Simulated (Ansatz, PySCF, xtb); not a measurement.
Potential energy curve for BeH (cation, charge +1), singlet. Each curve is given relative to its own lowest point near equilibrium.

```csv
R / Å,A,B,C,D
1.06,0.872,0.504,0.849,0.849
1.14,0.373,0.153,0.369,0.369
1.19,0.183,0.046,0.186,0.186
1.24,0.067,0.000,0.071,0.071
1.29,0.010,0.000,0.013,0.013
1.33,0.000,0.025,0.000,0.000
1.39,0.032,0.093,0.024,0.024
1.41,0.053,0.122,0.042,0.042
1.45,0.108,0.189,0.090,0.090
1.54,0.283,0.370,0.245,0.245
1.64,0.534,0.603,0.470,0.470
1.79,0.963,0.973,0.859,0.859
1.99,1.553,1.451,1.398,1.398
2.19,2.101,1.892,1.904,1.856
2.41,2.622,2.322,2.390,2.194
2.65,3.089,2.717,2.825,2.425
2.91,3.486,3.057,3.190,2.586
3.26,3.870,3.384,3.532,2.719
3.58,4.104,3.580,3.726,2.787
4.04,4.300,3.738,3.872,2.828
4.67,4.409,—,3.930,2.831
5.30,4.429,—,3.917,2.809
```

Energies in eV.

Assign the columns to these levels of theory: GFN1-xTB run with xtb; restricted B3LYP/6-31G*, spherical d run with PySCF; Ansatz (a first-principles code) with restricted PBE/cc-pVTZ; unrestricted PBE/cc-pVTZ in Ansatz.

A is RKS-B3LYP/6-31G*; B is GFN1-xTB; C is RKS-PBE; D is UKS-PBE.

Dashes: no converged value, or the column stops at the first point that the program doubted or that broke a chosen test of continuity, which isn't proof of a fault.

The restricted form behind RKS-B3LYP/6-31G*, RKS-PBE keeps the bonding electrons paired and can't separate into open-shell fragments. The unrestricted determinant behind UKS-PBE is spin-contaminated at 2.19 to 5.30 Å (<S²> up to 0.9, against 0.00 for a pure singlet).
